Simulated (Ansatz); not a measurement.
Mulliken charges of C₂H₆ClIn (`[CH3][In]([CH3])[Cl]`) from B3LYP/def2-TZVPP in Ansatz (PBE0-D4/def2-TZVP geometry).

```
atom   x (Å)   y (Å)   z (Å)  charge (e)
  C1  -0.496   1.716  -0.935      -0.531
 In2  -0.270  -0.282  -0.211       0.786
  C3   0.894  -1.340   1.234      -0.531
 Cl4  -1.736  -1.756  -1.349      -0.438
  H5  -1.314   1.741  -1.653       0.136
  H6  -0.709   2.399  -0.111       0.111
  H7   0.424   2.043  -1.422       0.110
  H8   0.578  -2.382   1.249       0.137
  H9   1.953  -1.286   0.976       0.110
 H10   0.760  -0.903   2.225       0.110
```

**Question.** By hand: the dipole of these point charges (1 e Å = 4.8032 D).

**Answer.** Σ q r = (0.504, 0.508, 0.396) e Å, of length 0.818 e Å = 3.93 D.

**Question.** How does the dipole of the full density compare? (Best estimate.)

**Answer.** Computed: (0.483, 0.485, 0.374) e Å, 3.75 D; the point charges give 1.05 times that, at 0° from its direction.

Point charges leave out the atoms' own dipoles, such as those of lone pairs, and Mulliken's split depends on the basis, so the close match here is no proof of good charges.

B3LYP here is the variant with VWN-RPA as its local correlation; programs differ in this.
